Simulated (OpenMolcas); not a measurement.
Nb4+: moving or changing the point charges

Nb4+ among 6 point charges of -1.5 e arranged as an octahedron (Oh), 1.86 Å from the ion.
```
   1.8600    0.0000    0.0000  -1.50
   0.0000    1.8600    0.0000  -1.50
  -1.8600    0.0000    0.0000  -1.50
   0.0000   -1.8600    0.0000  -1.50
   0.0000    0.0000    1.8600  -1.50
   0.0000    0.0000   -1.8600  -1.50
```

```json
{
 "Program": "OpenMolcas 26.06",
 "Method": "SS-CASPT2, IPEA 0.25 Eh, imaginary shift 0.1 Eh (closed shells correlated: 4s 4p)",
 "Basis": "ANO-RCC-VTZP [7s6p4d2f1g]",
 "Scalar Hamiltonian": "DKH2, point nucleus",
 "Active space": "1 electron in 5 orbitals (4d)",
 "State averaging": "2S+1 = 2 even, 5 roots",
 "Spin-orbit coupling": "state interaction with AMFI integrals over the reference wave functions"
}
```

Runs around this geometry, states (labels of O, the rotations of Oh). Energies in cm-1 above the lowest state or level, χT in cm3 K/mol; under a threefold ground state the first gap can be a small split of the lowest multiplet, not the spin-orbit step; 10Dq is the gap between the two states.

```json
{"R (Å)": "1.86", "q (e)": "-1.2", "Ground state": "2T2", "First state of that spin": "2E 12380", "10Dq": "12383", "First gap with spin-orbit (degeneracies)": "1080 (4, 2)", "χT at 300 K": "0.152"}
{"R (Å)": "1.86", "q (e)": "-1.5", "Ground state": "2T2", "First state of that spin": "2E 15160", "10Dq": "15162", "First gap with spin-orbit (degeneracies)": "1050 (4, 2)", "χT at 300 K": "0.154"}
{"R (Å)": "1.98", "q (e)": "-1.5", "Ground state": "2T2", "First state of that spin": "2E 11430", "10Dq": "11430", "First gap with spin-orbit (degeneracies)": "1090 (4, 2)", "χT at 300 K": "0.152"}
```

Taking |10Dq| as R^-n, n = -ln(11430 / 15162) / ln(1.98 / 1.86) = 4.5 between the shortest and longest distance. The point-charge formula for a cubic d site gives n = 5.

Scaling the charges by -1.2 / -1.5 = 0.80 scales |10Dq| by 12383 / 15162 = 0.82; with fixed orbitals a first-order splitting would follow the charge.

Roots that are degenerate in the reference are averaged as groups; the widest CASPT2 spread within a group is 140 cm-1 (the 3-fold group of multiplicity 2 near 0 cm-1 above the lowest state of its run, R = 1.98, q = -1.5). Shifts and gaps below about the spread of the groups concerned are not significant. An orbital triplet at a regular site is open to Jahn-Teller coupling, which can distort the site and quench the lowest spin-orbit gaps and is left out. Free-ion shares, where given, are those of the reference states; single-state CASPT2 does not remix them. This field is weak: 10Dq is about 12383 cm-1, while octahedral complexes of 4d ions of charge 3 and more, computed by the same method with explicit ligands, had a median near 25000 cm-1. Ground spin and moment need not be those of a real site (figures for R = 1.86, q = -1.2; the like holds for R = 1.98, q = -1.5). Point charges carry no covalency, so the field is a model and not that of real ligands. No measured value stands beside these numbers.
